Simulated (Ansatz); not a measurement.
Born–Oppenheimer molecular dynamics of a periodic cell of 17 atoms, Ba$_{16}$H (host Ba, host structure bcc, interstitial H). It starts from a relaxed structure.

Theory: DFT PBE-D3(BJ), scalar-relativistic, plane waves, PAW in Ansatz 0.2.0. Settings: accuracy low, cutoff 420 eV, k mesh 2x2x2, fermi-dirac smearing 0.15 eV, no spin polarisation.

```json
{
  "ensemble": "NVE (velocity Verlet)",
  "time step": "0.5 fs",
  "steps asked": "150",
  "starting velocities drawn for": "1200 K",
  "seed": "247319"
}
```

Frames 1 fs apart, positions in Å.

Velocities at 0 fs (Å/ps):

```
Ba 5.32 0.15 2.81
Ba -4.97 0.95 0.04
Ba 0.65 4.40 -0.06
Ba -2.73 2.88 -0.57
Ba -1.42 3.43 -1.40
Ba -2.82 2.65 -0.81
Ba -0.16 -2.56 -0.28
Ba -1.08 -3.22 1.53
Ba -3.64 -1.32 -3.35
Ba -1.34 0.66 2.75
Ba -0.04 -2.45 -1.11
Ba -2.27 -2.29 2.67
Ba 2.90 -6.03 -0.31
Ba 4.37 3.40 2.09
Ba 0.56 0.38 -0.73
Ba 6.66 -1.06 -3.12
H 2.69 5.61 -16.64
```

```xyz
17
Lattice="10.0400 0.0000 0.0000 0.0000 10.0400 0.0000 0.0000 0.0000 10.0400" Properties=species:S:1:pos:R:3 time_fs=0 energy_less_start_eV=0.000 T=1200
Ba -0.071 0.097 -0.004
Ba 5.124 -0.070 -0.003
Ba -0.072 4.930 -0.004
Ba 0.040 0.216 5.017
Ba 2.644 2.513 2.407
Ba 5.125 5.097 -0.003
Ba 4.886 -0.096 5.016
Ba 7.506 2.513 2.732
Ba 0.038 4.809 5.017
Ba 2.416 7.532 2.424
Ba 2.646 2.513 7.627
Ba 4.885 5.123 5.016
Ba 7.604 7.534 2.600
Ba 7.504 2.513 7.302
Ba 2.418 7.532 7.610
Ba 7.602 7.534 7.433
H 8.809 2.513 5.014
17
Lattice="10.0400 0.0000 0.0000 0.0000 10.0400 0.0000 0.0000 0.0000 10.0400" Properties=species:S:1:pos:R:3 time_fs=1 energy_less_start_eV=0.001 T=1200
Ba -0.066 0.097 -0.001
Ba 5.119 -0.070 -0.002
Ba -0.071 4.934 -0.004
Ba 0.037 0.219 5.017
Ba 2.643 2.517 2.405
Ba 5.122 5.099 -0.003
Ba 4.885 -0.099 5.016
Ba 7.505 2.510 2.734
Ba 0.034 4.807 5.014
Ba 2.415 7.533 2.426
Ba 2.646 2.511 7.625
Ba 4.883 5.121 5.019
Ba 7.606 7.527 2.600
Ba 7.508 2.517 7.304
Ba 2.418 7.533 7.609
Ba 7.609 7.532 7.430
H 8.812 2.518 4.997
17
Lattice="10.0400 0.0000 0.0000 0.0000 10.0400 0.0000 0.0000 0.0000 10.0400" Properties=species:S:1:pos:R:3 time_fs=2 energy_less_start_eV=0.003 T=1199
Ba -0.061 0.097 0.002
Ba 5.114 -0.069 -0.002
Ba -0.071 4.939 -0.004
Ba 0.034 0.222 5.016
Ba 2.642 2.520 2.404
Ba 5.119 5.102 -0.004
Ba 4.885 -0.101 5.016
Ba 7.504 2.507 2.735
Ba 0.030 4.806 5.011
Ba 2.413 7.534 2.429
Ba 2.646 2.508 7.624
Ba 4.881 5.118 5.022
Ba 7.609 7.521 2.600
Ba 7.513 2.520 7.306
Ba 2.419 7.533 7.609
Ba 7.615 7.532 7.427
H 8.814 2.524 4.981
17
Lattice="10.0400 0.0000 0.0000 0.0000 10.0400 0.0000 0.0000 0.0000 10.0400" Properties=species:S:1:pos:R:3 time_fs=3 energy_less_start_eV=0.005 T=1197
Ba -0.056 0.097 0.004
Ba 5.109 -0.068 -0.002
Ba -0.070 4.943 -0.004
Ba 0.031 0.225 5.016
Ba 2.640 2.523 2.402
Ba 5.117 5.104 -0.005
Ba 4.885 -0.104 5.015
Ba 7.503 2.504 2.737
Ba 0.027 4.805 5.007
Ba 2.412 7.535 2.432
Ba 2.646 2.506 7.623
Ba 4.878 5.116 5.024
Ba 7.612 7.516 2.599
Ba 7.517 2.523 7.308
Ba 2.419 7.534 7.608
Ba 7.622 7.530 7.424
H 8.817 2.529 4.966
17
Lattice="10.0400 0.0000 0.0000 0.0000 10.0400 0.0000 0.0000 0.0000 10.0400" Properties=species:S:1:pos:R:3 time_fs=4 energy_less_start_eV=0.009 T=1196
Ba -0.050 0.097 0.007
Ba 5.104 -0.067 -0.002
Ba -0.070 4.947 -0.004
Ba 0.029 0.228 5.015
Ba 2.639 2.527 2.401
Ba 5.114 5.107 -0.006
Ba 4.885 -0.106 5.015
Ba 7.502 2.500 2.739
Ba 0.023 4.803 5.004
Ba 2.411 7.535 2.434
Ba 2.646 2.503 7.622
Ba 4.876 5.114 5.027
Ba 7.615 7.510 2.599
Ba 7.522 2.527 7.310
Ba 2.420 7.534 7.607
Ba 7.629 7.529 7.421
H 8.819 2.534 4.951
17
Lattice="10.0400 0.0000 0.0000 0.0000 10.0400 0.0000 0.0000 0.0000 10.0400" Properties=species:S:1:pos:R:3 time_fs=5 energy_less_start_eV=0.013 T=1194
Ba -0.045 0.097 0.010
Ba 5.099 -0.066 -0.002
Ba -0.069 4.952 -0.004
Ba 0.026 0.231 5.014
Ba 2.637 2.530 2.400
Ba 5.111 5.110 -0.006
Ba 4.885 -0.109 5.015
Ba 7.501 2.497 2.740
Ba 0.019 4.802 5.001
Ba 2.409 7.536 2.437
Ba 2.646 2.501 7.621
Ba 4.874 5.112 5.030
Ba 7.618 7.503 2.599
Ba 7.526 2.530 7.312
Ba 2.421 7.534 7.606
Ba 7.636 7.528 7.418
H 8.820 2.538 4.938
17
Lattice="10.0400 0.0000 0.0000 0.0000 10.0400 0.0000 0.0000 0.0000 10.0400" Properties=species:S:1:pos:R:3 time_fs=6 energy_less_start_eV=0.018 T=1191
Ba -0.040 0.097 0.013
Ba 5.094 -0.065 -0.002
Ba -0.068 4.956 -0.004
Ba 0.023 0.233 5.014
Ba 2.636 2.534 2.398
Ba 5.108 5.112 -0.007
Ba 4.885 -0.112 5.015
Ba 7.500 2.494 2.741
Ba 0.016 4.801 4.997
Ba 2.408 7.536 2.440
Ba 2.646 2.498 7.620
Ba 4.872 5.109 5.032
Ba 7.621 7.497 2.599
Ba 7.530 2.534 7.314
Ba 2.421 7.535 7.606
Ba 7.642 7.527 7.415
H 8.822 2.542 4.926
17
Lattice="10.0400 0.0000 0.0000 0.0000 10.0400 0.0000 0.0000 0.0000 10.0400" Properties=species:S:1:pos:R:3 time_fs=7 energy_less_start_eV=0.024 T=1189
Ba -0.034 0.098 0.016
Ba 5.089 -0.064 -0.002
Ba -0.068 4.960 -0.004
Ba 0.021 0.236 5.013
Ba 2.635 2.537 2.397
Ba 5.105 5.115 -0.008
Ba 4.884 -0.114 5.014
Ba 7.498 2.491 2.743
Ba 0.012 4.799 4.994
Ba 2.407 7.537 2.443
Ba 2.645 2.496 7.619
Ba 4.870 5.107 5.035
Ba 7.624 7.491 2.598
Ba 7.535 2.537 7.316
Ba 2.422 7.535 7.605
Ba 7.649 7.526 7.411
H 8.823 2.546 4.916
17
Lattice="10.0400 0.0000 0.0000 0.0000 10.0400 0.0000 0.0000 0.0000 10.0400" Properties=species:S:1:pos:R:3 time_fs=8 energy_less_start_eV=0.029 T=1186
Ba -0.029 0.098 0.018
Ba 5.085 -0.063 -0.002
Ba -0.067 4.965 -0.004
Ba 0.018 0.239 5.013
Ba 2.633 2.541 2.396
Ba 5.102 5.118 -0.009
Ba 4.884 -0.117 5.014
Ba 7.497 2.487 2.744
Ba 0.009 4.798 4.990
Ba 2.405 7.538 2.446
Ba 2.645 2.494 7.618
Ba 4.867 5.105 5.038
Ba 7.627 7.485 2.598
Ba 7.539 2.540 7.318
Ba 2.422 7.535 7.604
Ba 7.655 7.525 7.408
H 8.823 2.549 4.907
17
Lattice="10.0400 0.0000 0.0000 0.0000 10.0400 0.0000 0.0000 0.0000 10.0400" Properties=species:S:1:pos:R:3 time_fs=9 energy_less_start_eV=0.035 T=1183
Ba -0.024 0.098 0.021
Ba 5.080 -0.062 -0.002
Ba -0.066 4.969 -0.004
Ba 0.015 0.242 5.012
Ba 2.632 2.544 2.394
Ba 5.100 5.120 -0.010
Ba 4.884 -0.119 5.014
Ba 7.496 2.484 2.746
Ba 0.005 4.797 4.987
Ba 2.404 7.538 2.448
Ba 2.645 2.491 7.617
Ba 4.865 5.102 5.040
Ba 7.630 7.479 2.598
Ba 7.543 2.544 7.320
Ba 2.423 7.536 7.604
Ba 7.662 7.524 7.405
H 8.824 2.551 4.901
17
Lattice="10.0400 0.0000 0.0000 0.0000 10.0400 0.0000 0.0000 0.0000 10.0400" Properties=species:S:1:pos:R:3 time_fs=10 energy_less_start_eV=0.041 T=1180
Ba -0.018 0.098 0.024
Ba 5.075 -0.061 -0.002
Ba -0.066 4.974 -0.005
Ba 0.012 0.245 5.012
Ba 2.630 2.547 2.393
Ba 5.097 5.123 -0.011
Ba 4.884 -0.122 5.013
Ba 7.495 2.481 2.748
Ba 0.001 4.795 4.984
Ba 2.403 7.539 2.451
Ba 2.645 2.489 7.615
Ba 4.863 5.100 5.043
Ba 7.632 7.473 2.597
Ba 7.548 2.547 7.322
Ba 2.423 7.536 7.603
Ba 7.669 7.523 7.402
H 8.824 2.552 4.897
17
Lattice="10.0400 0.0000 0.0000 0.0000 10.0400 0.0000 0.0000 0.0000 10.0400" Properties=species:S:1:pos:R:3 time_fs=11 energy_less_start_eV=0.046 T=1178
Ba -0.013 0.098 0.027
Ba 5.070 -0.060 -0.002
Ba -0.065 4.978 -0.005
Ba 0.010 0.248 5.011
Ba 2.629 2.551 2.391
Ba 5.094 5.126 -0.011
Ba 4.884 -0.124 5.013
Ba 7.494 2.478 2.749
Ba -0.002 4.794 4.981
Ba 2.401 7.540 2.454
Ba 2.645 2.486 7.614
Ba 4.860 5.098 5.046
Ba 7.635 7.467 2.597
Ba 7.552 2.551 7.324
Ba 2.424 7.537 7.602
Ba 7.675 7.522 7.399
H 8.823 2.552 4.895
```

Of the whole run (75 fs, mean temperature of the second half 896 K): The conserved energy stayed within 0.0019 meV per atom of its start (net change 0.0014 meV per atom), so the integration is sound. A run of 0.075 ps of so small a system gives no equilibrium averages. Limits of this set-up: coarse k mesh, odd electron count without spin, a small cell, in which the defect meets its images, a typed lattice constant that wasn't relaxed here, low accuracy level.

Time of the run: 18 min on 4 threads of Intel(R) Xeon(R) Platinum 8488C (Sapphire Rapids) (shared host), peak memory 3.6 GiB.
